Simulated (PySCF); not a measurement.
Screening by computed properties: pick the candidate that meets the target.

Each SMILES stands for a single optimised conformer of the isolated species, non-relativistic unless stated; the electronic structure was computed with PySCF and density fitting.

The conformers computed, where there is a choice (atom-mapped SMILES and torsion angles):
- `[CH2:1]=[CH:2][CH2:3][CH2:4][GeH3:5]`: C1–C2–C3–C4 -115°, C2–C3–C4–Ge5 -62°
- `[CH3:1][CH2:2]/[CH:3]=[CH:4]\[GeH3:5]`: C1–C2–C3–C4 -123°

**Question.** Wanted: lowest singlet excitation below 6.64 eV (TDDFT B3LYP/def2-SVPD) and lowest triplet excitation (Tamm–Dancoff) above 4.3 eV (TDA B3LYP/def2-SVPD), at PBE0-D3(BJ)/def2-SVP geometries. Which candidate meets both?
A. `CC/C=[CH]\[GeH3]`
B. `[C]1(C)([GeH3])CC1`
C. `C=CC[CH2][GeH3]`
D. `CC1[CH2][GeH2][CH2]1`

**Answer.** D. Computed values:
```
             species  lowest singlet excitation  lowest triplet excitation (Tamm–Dancoff)
    CC/C=[CH]\[GeH3]                    6.42 eV                                   4.18 eV
CC1[CH2][GeH2][CH2]1                    6.59 eV                                   6.06 eV
     C=CC[CH2][GeH3]                    6.69 eV                                   4.42 eV
  [C]1(C)([GeH3])CC1                    6.99 eV                                   6.84 eV
```

**Question.** Wanted: electronic spatial extent ⟨r²⟩ about the centre of nuclear charge below 700 bohr² (B3LYP/def2-SVPD) and HOMO–LUMO gap above 7 eV (B3LYP/def2-SVPD), at PBE0-D3(BJ)/def2-SVP geometries. Which candidate meets both?
A. `CC1[CH2][GeH2][CH2]1`
B. `CC/C=[CH]\[GeH3]`
C. `C=CC[CH2][GeH3]`
D. `[C]1(C)([GeH3])CC1`

**Answer.** A. Computed values:
| species | electronic spatial extent ⟨r²⟩ about the centre of nuclear charge | HOMO–LUMO gap |
| --- | --- | --- |
| CC1[CH2][GeH2][CH2]1 | 688 bohr² | 7.62 eV |
| [C]1(C)([GeH3])CC1 | 748 bohr² | 7.83 eV |
| C=CC[CH2][GeH3] | 992 bohr² | 7.12 eV |
| CC/C=[CH]\[GeH3] | 1005 bohr² | 6.67 eV |
